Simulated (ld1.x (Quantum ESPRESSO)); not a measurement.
## Before and after: PAW potential for boron (B)

ld1.x (Quantum ESPRESSO) 7.5 input, shortened:

```
&input
   title='B', zed=5., rel=0, dft='PBE', iswitch=3,
   config='[He] 2s1 2p2'
 /
 &inputp
   pseudotype=3, lpaw=.true., tm=.true., lloc=-1, rcloc=0.80,
   nlcc=.false.,
   which_augfun='PSQ', rmatch_augfun_nc=.true.
 /
4
1S  1  0   2.00   0.00  0.65  0.75  0.0
2S  2  0   1.00   0.00  0.65  0.75  0.0
2P  2  1   2.00   0.00  2.10  2.75  0.0
2P  2  1   0.00   0.20  2.10  2.75  0.0
 &test
   configts(1)='1s2 2s1 2p2'
 /
```

All-electron outer shells of the reference configuration (PBE, non-relativistic, ld1.x):

```
shell  level (eV)  outermost node (bohr)  outermost maximum (bohr)
   1s     -181.68                      –                      0.21
   2s       -9.91                   0.46                      1.52
   2p       -4.06                      –                      1.55
```

Change: waves 1s (bound): rcut 0.46, rcutus 0.48 bohr; 2s (bound): rcut 0.46, rcutus 0.48 bohr.

Cutoffs: the cutoffs (Ry, on a coarse ladder) from which the occupation-weighted sum of valence levels, in a spherical-Bessel basis at the reference potential, stays within 10 and 1 mRy of its value at 400 Ry; they do not see the model core or the augmentation charge, which bear on the density cutoff. Errors are all-electron minus pseudo energies relative to the spin-unpolarised reference configuration.

Task: Predict the effect on cutoff, ghosts and configuration errors.

Result: The number of tests that count goes from 7 to 6; of the 6 tests that both files solve, the error grows in 6 and shrinks in 0 by more than 15 % and 0.3 meV (median size 3.8 → 20.6 meV); neither file shows a bound ghost at the reference potential, the only one tested. That the errors move this way runs against the usual rule that smaller radii transfer better.

```tsv
quantity	base	changed
cutoff, loose	160 Ry	230 Ry
cutoff, tight	230 Ry	over 300 Ry
loose cutoff by channel (10 mRy a level)	s 160 Ry, p 6 Ry	s 200 Ry, p 6 Ry
bound ghosts	none	none
tests counted (converged, no solver errors)	7 of 7	6 of 7
error for 1s2 2s2 2p1, meV [ΔE -5.84 eV]	-0.5	+4.2
error for 1s2 2s2 2p0, meV [ΔE 2.38 eV]	+6.2	+28
error for 1s2 2s1 2p0, meV [ΔE 27.79 eV]	+12	+29
error for 1s2 2s2 2p0.5, meV [ΔE -2.96 eV]	+1.3	+13
error for 1s1 2s2 2p1, meV [ΔE 201.17 eV]	+21	+615
error for 1s2 2s2 2p1.3, meV [ΔE -6.58 eV]	-0.9	+1.7
s: phases at 3.00 bohr within 0.05 rad from the reference energy up to (Ry; the scan ends near 5)	to the end of the scan	to the end of the scan
p: phases at 3.00 bohr within 0.05 rad from the reference energy up to (Ry; the scan ends near 5)	0.7	0.7
lowest overlap eigenvalue by channel	s 0.15, p 1.00	s 0.80, p 1.00
```

Changed file: Tests not counted: 1s2 2s0 2p3 (pseudo-atom not self-consistent, printed error +37 meV).
